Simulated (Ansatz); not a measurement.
C₅H₅ (SMILES [C]1=CCC=C1), doublet, at a GFN2-xTB geometry; Ansatz (an electronic-structure program) with B3LYP/STO-3G.

The Ansatz input:
Ansatz 0.2 input:
```yaml
crystal:
  periodic: [false, false, false]
  atoms:
    - {symbol: C, position_ang: [0.63271514, 1.00377510, -0.40823242]}
    - {symbol: C, position_ang: [-0.64793927, 1.06040529, -0.07785499]}
    - {symbol: C, position_ang: [-1.05254388, -0.32906073, 0.36072405]}
    - {symbol: C, position_ang: [0.21826404, -1.11001148, 0.20499239]}
    - {symbol: C, position_ang: [1.19566152, -0.31001763, -0.24738771]}
    - {symbol: H, position_ang: [-1.32339526, 1.89236723, -0.09407463]}
    - {symbol: H, position_ang: [-1.40643665, -0.32920901, 1.39341395]}
    - {symbol: H, position_ang: [-1.85258904, -0.72383046, -0.26838099]}
    - {symbol: H, position_ang: [0.29005654, -2.15803073, 0.43458780]}
    - {symbol: H, position_ang: [2.21541917, -0.57184028, -0.45899413]}
basis:
  gaussian:
    orbitals: STO-3G
hamiltonian:
  xc: b3lyp
magnetization: {spin_polarized: true, initial_magnetization: 1}
```

The log (banner, timings and long lists left out):

```
Functional definition: B3LYP
420 factors; integrals over basis functions are off by at most 5.4e-5 eV
mean field evaluation 1: about -5197.9403 eV, gradient 5.5e0 eV
mean field evaluation 2: about -5198.1203 eV, gradient 5.2e0 eV
mean field evaluation 4: about -5198.2884 eV, gradient 1.0e0 eV
mean field evaluation 8: about -5198.2153 eV, gradient 1.2e-1 eV
mean field evaluation 16: about -5198.2159 eV, gradient 2.1e-4 eV
mean field -5198.21588272 eV, -191.0309102127 hartree, gradient 4.7e-5 eV, S^2 0.766858; 0 other end points of the search recorded, 0 dependent functions left out
reference -5198.21606076 eV, -191.0309167557 hartree; 18, 17 occupied and 12, 13 virtual orbitals, 420 factors
Total energy: -5198.21606076 eV, -191.0309167557 hartree
```
